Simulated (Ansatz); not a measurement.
One change: `CC/C=C/N` becomes `B/C=C/CC`.

Ansatz, PBE0-D4/def2-TZVP geometries, multiplicity 1. Each molecule was computed in one conformer, which needn't be the lowest.

| property | `CC/C=C/N` |
| --- | --- |
| size of the dipole moment (B3LYP/def2-TZVPP) / D | 1.41 |
| HOMO–LUMO gap (ωB97M-V/def2-TZVPP) / eV | 10.58 |
| HOMO–LUMO gap (B3LYP/def2-TZVPP) / eV | 6.32 |
| HOMO–LUMO gap (PBE/def2-TZVPP) / eV | 4.72 |
| LUMO energy (ωB97M-V/def2-TZVPP) / eV | 2.63 |
| size of the dipole moment (PBE/def2-TZVPP) / D | 1.47 |

(1) What does the change do to each property? (Estimate.)

Results:

(1) The calculation gave: 
| property | `B/C=C/CC` | shift |
| --- | --- | --- |
| size of the dipole moment (B3LYP/def2-TZVPP) / D | 2.25 | 0.84 |
| HOMO–LUMO gap (ωB97M-V/def2-TZVPP) / eV | 10.34 | -0.24 |
| HOMO–LUMO gap (B3LYP/def2-TZVPP) / eV | 5.75 | -0.57 |
| HOMO–LUMO gap (PBE/def2-TZVPP) / eV | 4.19 | -0.53 |
| LUMO energy (ωB97M-V/def2-TZVPP) / eV | 0.20 | -2.43 |
| size of the dipole moment (PBE/def2-TZVPP) / D | 2.41 | 0.94 |

With PBE0 the HOMO falls by 2.23 eV and the LUMO falls by 2.86 eV, so the gap narrows by about 0.63 eV. PBE moves the HOMO by -2.34 eV and ωB97M-V by -2.21 eV. Dipoles are sizes alone; their direction can turn.

B3LYP here is the variant with VWN-RPA as its local correlation; programs differ in this.
